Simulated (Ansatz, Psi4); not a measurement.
Ansatz (a quantum-chemistry and plane-wave program) was given this input:
Ansatz 0.2 input:
```yaml
crystal:
  periodic: [false, false, false]
  atoms:
    - {symbol: Si, position_ang: [0.00172380, 0.00046639, 0.05606838]}
    - {symbol: H, position_ang: [-0.01025152, 1.41163100, -0.27334508]}
    - {symbol: H, position_ang: [1.21691602, -0.70748096, -0.29344641]}
    - {symbol: H, position_ang: [-1.23079768, -0.71067955, -0.21816587]}
basis:
  gaussian:
    orbitals: def2-SVP
magnetization: {spin_polarized: true, initial_magnetization: 1}
correlation: {method: mp2, electrons: outside_noble_gas}
accuracy: high
```

Question: Write the same job for Psi4.

Answer: This is not unique; one that fits is 
```
memory 2 GB

molecule mol {
0 2
Si    0.001724    0.000466    0.056068
H    -0.010252    1.411631   -0.273345
H     1.216916   -0.707481   -0.293446
H    -1.230798   -0.710680   -0.218166
}

set {
  basis def2-svp
  reference uhf
  freeze_core true
  mp2_type conv
  scf_type pk
  puream true
  d_convergence 1e-8
}

energy('mp2')
print_variables()
```

Both were run: Ansatz gave -290.625067 Eh and Psi4 -290.625067 Eh, 0.000 mEh apart.
